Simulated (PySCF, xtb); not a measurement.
HfI2, SMILES [I][Hf][I], multiplicity 1.

GFN2-xTB (xtb) at its own geometry gives an orbital gap of 2.71 eV and a dipole moment of 14.03 D.

Coordinates come from a B3LYP-D3(BJ)/def2-SVP optimisation. The spin state was assumed, not searched. The def2 effective core potentials stand for the cores of Hf, I; spin–orbit coupling is left out.

Question: What does PBE/def2-TZVPD run with PySCF give? (The exact figures need the calculation; the answer reports its results.)

Answer: gap 0.90 eV (levels -5.01 and -4.11 eV), dipole 0.00 D.
